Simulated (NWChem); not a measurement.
The numbers come from NWChem runs, not from measurements. System: H3B, charge 0, spin multiplicity 1, at a geometry optimised with B3LYP/def2-SVP. The structure started from a generated list of species. Level: evGW0@PBE0/def2-TZVPD, RI basis def2-tzvpd-rifit, 6 cycles.

Part of the output:

```
             Northwest Computational Chemistry Package (NWChem) 7.3.0
             --------------------------------------------------------

                                NWChem Input Module
                                -------------------

 Scaling coordinates for geometry "geometry" by  1.889725989
 (inverse scale =  0.529177249)

 Turning off AUTOSYM since
 SYMMETRY directive was detected!

                             Geometry "geometry" -> ""
                             -------------------------

 Output coordinates in angstroms (scale by  1.889725989 to convert to a.u.)

  No.       Tag          Charge          X              Y              Z
 ---- ---------------- ---------- -------------- -------------- --------------
    1 B                    5.0000     0.00000000     0.00000000     0.00000000
    2 H                    1.0000     0.00000000     0.00000000     1.20439200
    3 H                    1.0000    -1.04303300     0.00000000    -0.60219500
    4 H                    1.0000     1.04303300     0.00000000    -0.60219500

 Effective nuclear repulsion energy (a.u.)       7.3516160856

            Nuclear Dipole moment (a.u.)
            ----------------------------
        X                 Y               Z
 ---------------- ---------------- ----------------
     0.0000000000     0.0000000000     0.0000037795

      Symmetry information
      --------------------

 Group name             C2v
 Group number             16
 Group order               4
 No. of unique centers     3

      Symmetry unique atoms

     1    2    3


 Summary of "ao basis" -> "" (spherical)
 ------------------------------------------------------------------------------
       Tag                 Description            Shells   Functions and Types
 ---------------- ------------------------------  ------  ---------------------
 *                         def2-tzvpd                 on all atoms

 new library libraries.bse/

 Summary of "ri basis" -> "" (spherical)
 ------------------------------------------------------------------------------
       Tag                 Description            Shells   Functions and Types
 ---------------- ------------------------------  ------  ---------------------
 *                      def2-tzvpd-rifit              on all atoms

                                 NWChem DFT Module
                                 -----------------

 Summary of "ao basis" -> "ao basis" (spherical)
 ------------------------------------------------------------------------------
[...]
@GW        40         43.628           0.000
@GW        41         44.783           0.000
@GW        42         44.783           0.000
@GW        43         48.261           0.000
@GW        44         53.599           0.000
@GW        45         53.583           0.000
@GW        46         54.849           0.000
@GW        47         56.091           0.000
@GW        48         56.094           0.000
@GW        49         58.451           0.000
@GW        50         58.541           0.000
@GW        51         58.540           0.000
@GW        52         63.068           0.000
@GW        53         63.068           0.000
@GW        54         68.330           0.000
@GW        55         71.321           0.000
@GW        56         71.323           0.000
@GW        57         84.852           0.000
@GW        58         84.850           0.000
@GW        59         86.778           0.000
@GW        60         87.792           0.000
@GW        61         92.700           0.000
@GW        62         92.696           0.000
@GW        63        104.448           0.000
@GW        64        410.894           0.000

  *** G5W0

          Solving quasiparticle equations

                  Alpha Orbitals
          State     Energy (eV)     Error (eV)
          -----------------------------------
@GW         1       -197.569           0.000
@GW         2        -17.891           0.000
@GW         3        -13.157           0.000
@GW         4        -13.154           0.000
@GW         5          0.507           0.000
@GW         6          1.299           0.000
@GW         7          3.616           0.000
@GW         8          3.615           0.000
@GW         9          4.078           0.000
@GW        10          4.078           0.000
@GW        11          4.309           0.000
@GW        12          4.629           0.000
@GW        13          4.629           0.000
@GW        14          5.769           0.000
@GW        15          5.699           0.000
@GW        16          8.145           0.000
@GW        17          8.367           0.000
@GW        18          8.367           0.000
@GW        19          9.622           0.000
@GW        20          9.816           0.000
@GW        21          9.816           0.000
@GW        22         10.000           0.000
@GW        23         10.000           0.000
@GW        24         10.523           0.000
@GW        25         11.614           0.000
@GW        26         12.866           0.000
@GW        27         12.865           0.000
@GW        28         17.313           0.000
@GW        29         17.309           0.000
@GW        30         17.467           0.000
@GW        31         18.128           0.000
@GW        32         18.128           0.000
@GW        33         20.900           0.000
@GW        34         27.080           0.000
@GW        35         27.088           0.000
@GW        36         28.494           0.000
@GW        37         32.369           0.000
@GW        38         34.890           0.000
@GW        39         34.882           0.000
@GW        40         43.628           0.000
@GW        41         44.783           0.000
@GW        42         44.783           0.000
@GW        43         48.261           0.000
@GW        44         53.599           0.000
@GW        45         53.582           0.000
@GW        46         54.849           0.000
@GW        47         56.091           0.000
@GW        48         56.094           0.000
@GW        49         58.451           0.000
@GW        50         58.541           0.000
@GW        51         58.539           0.000
@GW        52         63.068           0.000
@GW        53         63.069           0.000
@GW        54         68.330           0.000
@GW        55         71.321           0.000
@GW        56         71.323           0.000
@GW        57         84.852           0.000
@GW        58         84.851           0.000
@GW        59         86.777           0.000
@GW        60         87.792           0.000
@GW        61         92.696           0.000
@GW        62         92.692           0.000
@GW        63        104.448           0.000
@GW        64        410.897           0.000

     GW Timing Statistics
   ------------------------
   Init.   :          0.0s
     ERIs  :          0.1s
     Distr.:          0.0s
     Vxc   :          0.1s
   Sigma_x :          0.0s
   RPA     :          0.0s
   Wmn     :          0.1s
   Sigma_c :          0.1s
   GW total:          0.5s

 Task  times  cpu:        0.5s     wall:        0.5s

 Total times  cpu:        1.5s     wall:        1.5s
```

Q: Write an NWChem input that would produce this output.

A: One answer among several that fit: 
```
start mol
memory heap 200 mb stack 700 mb global 1700 mb
geometry units angstroms nocenter noautoz
  B      0.000000     0.000000    -0.000000
  H      0.000000     0.000000     1.204392
  H     -1.043033     0.000000    -0.602195
  H      1.043033     0.000000    -0.602195
  symmetry group C2v
end
basis spherical
  * library def2-tzvpd
end
basis "ri basis" bse spherical
  * library def2-tzvpd-rifit
end
dft
  xc pbe0
  iterations 100
  direct
  tolerances tight
end
task dft energy
gw
  evgw0 6
  states alpha occ -1 vir -1
end
task dft gw
```
